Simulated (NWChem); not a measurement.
Molecule: C$_{3}$H$_{5}$FSi; SMILES C#C[SiH2]CF

```xyz
10

C      0.8995    -2.4937    -0.0795
C      0.1623    -1.5305     0.0174
Si    -0.9331    -0.0674     0.1544
C     -0.0501     1.4808    -0.5036
F      1.0415     1.7818     0.2809
H      1.5511    -3.3459    -0.1627
H     -1.3051     0.1361     1.5831
H     -2.1627    -0.2878    -0.6655
H      0.2812     1.3248    -1.5459
H     -0.7456     2.3402    -0.5057
```
Atoms are numbered in this order, from 1.

All runs: NWChem. Geometry: optimised at PBE0/def2-SVP.

Task: Taking Hartree-Fock/def2-TZVPP as the yardstick, which of these has the fewest basis functions while keeping “dipole (D)” within 0.1 D of it: Hartree-Fock/def2-TZVP; Hartree-Fock/def2-SVPD; Hartree-Fock/def2-SVP?

Result: Hartree-Fock/def2-SVPD.
```json
[
 {"level": "Hartree-Fock/def2-SVP", "basis functions": "99", "dipole (D)": "1.74", "relative time (rough)": "1"},
 {"level": "Hartree-Fock/def2-SVPD", "basis functions": "147", "dipole (D)": "1.68", "relative time (rough)": "3"},
 {"level": "Hartree-Fock/def2-TZVP", "basis functions": "191", "dipole (D)": "1.63", "relative time (rough)": "5"},
 {"level": "Hartree-Fock/def2-TZVPP", "basis functions": "236", "dipole (D)": "1.63", "relative time (rough)": "8"}
]
```

The yardstick is one finite set, not the basis-set limit.
